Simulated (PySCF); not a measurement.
## Working out the electron affinity of Ca

Ca⁻ [Ar] 3d1 4s2 (2D) → Ca [Ar] 4s2 (1S). All numbers are calculated (PySCF 2.14, scalar relativity by spin-free X2C-1e, in aug-cc-pVDZ-X2C (6s5p3d, 36 functions)). Frozen: [Ar]. Energies in hartree (1 hartree = 27.21139 eV):

| part | Ca⁻ (lower) | Ca (upper) |
| --- | --- | --- |
| UHF | -679.572893 | -679.629220 |
| CCSD correlation | -0.036901 | -0.027933 |
| (T) | -0.002295 | 0.000000 |

Q: What does Hartree-Fock give?

A: (-679.629220) − (-679.572893) = -0.056327 hartree = -1.533 eV.

Q: What do CCSD and CCSD(T) give?

A: The CCSD correlation energies differ by 0.008968 hartree = 0.244 eV and the triples by 0.002295 hartree = 0.062 eV, so CCSD gives -1.289 eV and CCSD(T) -1.227 eV.

A double-zeta basis recovers only part of the correlation energy.

The coupled-cluster amplitudes are large, so a single reference is strained.

The configuration of this anion was assumed by filling the next shell in order. It is not the known or likely ground configuration (Ca⁻, Sr⁻ and Ba⁻, for instance, bind a p electron), so these values are not the electron affinity of the element.
